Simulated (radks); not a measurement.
Question: Hg, 80 electrons, occupied as [Hg]. Calculated with a radial shooting solver on a logarithmic mesh with Libxc functionals: scalar-relativistic Kohn-Sham, r2SCAN, spin-polarised, spherical densities, finite nucleus; meta-GGA in the generalised Kohn-Sham scheme; Fermi nuclear charge, rms radius 5.4648 fm. Some entries of the table are withheld. Estimate them.

orbital,occ.,eigenvalue (eV),<r> (bohr)
1s,2,-83239.81,0.01659
2s,2,(1),0.06992
2p,6,-12746.91,0.06329
3s,2,-3519.175,0.1805
3p,6,-2928.550,0.1820
3d,10,-2305.221,(2)
4s,2,-780.4308,0.3992
4p,6,-585.9591,0.4251
4d,10,-353.8275,0.4488
5s,2,-120.5354,0.9050
4f,14,-96.9816,0.4826
5p,6,-68.3438,1.042
5d,10,-10.2384,1.494
6s,2,-7.0380,2.672

Answer: 
(1) 2s eigenvalue (eV): -14782.12
(2) 3d <r> (bohr): 0.1651
